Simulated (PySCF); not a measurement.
Vertical excitations of a molecule C5H4F2O from TDA-PBE/def2-SVPD (PySCF 2.14.0), as energy in eV (oscillator strength): 3.06 (0.000), 5.10 (0.006), 5.34 (0.198), 5.79 (0.006), 5.97 (0.089), 6.32 (0.018). Lowest triplet (TDA): 2.62 eV. The structure is a stationary point at PBE0-D3(BJ)/def2-SVP. One conformer was computed; it need not be the lowest.

Question: Pick the molecule that these values belong to.
A. Cc1coc(F)c1F
B. FC1(F)C=CC=CO1
C. C=C1CC(=O)C1(F)F
D. O=C1/C(=C/F)C[C@H]1F

Answer: D, O=C1/C(=C/F)C[C@H]1F
